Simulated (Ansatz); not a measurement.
```yaml
crystal:
  periodic: [false, false, false]
  atoms:
    - {symbol: C, position_ang: [0.131665, -1.237515, 1.063711]}
    - {symbol: O, position_ang: [-0.241727, -0.006030, 0.495944]}
    - {symbol: W, position_ang: [-0.110255, 1.110226, -0.964138]}
    - {symbol: O, position_ang: [-0.641207, 0.283086, -2.352460]}
    - {symbol: O, position_ang: [1.523816, 1.505597, -1.223612]}
    - {symbol: Cl, position_ang: [-1.332138, 3.003405, -0.670716]}
    - {symbol: H, position_ang: [-0.342158, -1.319198, 2.043248]}
    - {symbol: H, position_ang: [-0.204864, -2.059330, 0.427672]}
    - {symbol: H, position_ang: [1.216869, -1.280242, 1.180351]}
basis:
  gaussian: {orbitals: def2-TZVPD}
hamiltonian: {xc: {name: CCSD(T)}}
output: {forces: true}
```

```sh
$ ansatz run in.yaml --threads 4 --pin off --events-out ev --progress --plain --max-ram 11315MiB
```

It prints (some lines left out):

```
Error: YAML parse error: error: line 15 column 19: hamiltonian.xc: no functional is named "CCSD(T)"; the names, which are not case-sensitive, are SVWN5, SPW92, PBE, PBE0, PBEsol, revPBE, revPBE0, RPBE, rPW86-PBE, HSE06, wPBEh, LC-wPBE, HISS, HF, BLYP, B3LYP, B3LYP5, BHLYP, CAM-B3LYP, r2SCAN, r2SCANh, r2SCAN0, r2SCAN50, m-r2SCAN, B97, wB97, wB97X, wB97X-V, B97M-V, wB97M-V, B2PLYP, B2GP-PLYP, PBE0-DH, PBE-QIDH
13 | basis:
14 |   gaussian: {orbitals: def2-TZVPD}
15 | hamiltonian: {xc: {name: CCSD(T)}}
16 | output: {forces: true}
```

In this input the method's name isn't one that the program takes here. The program refused the input.
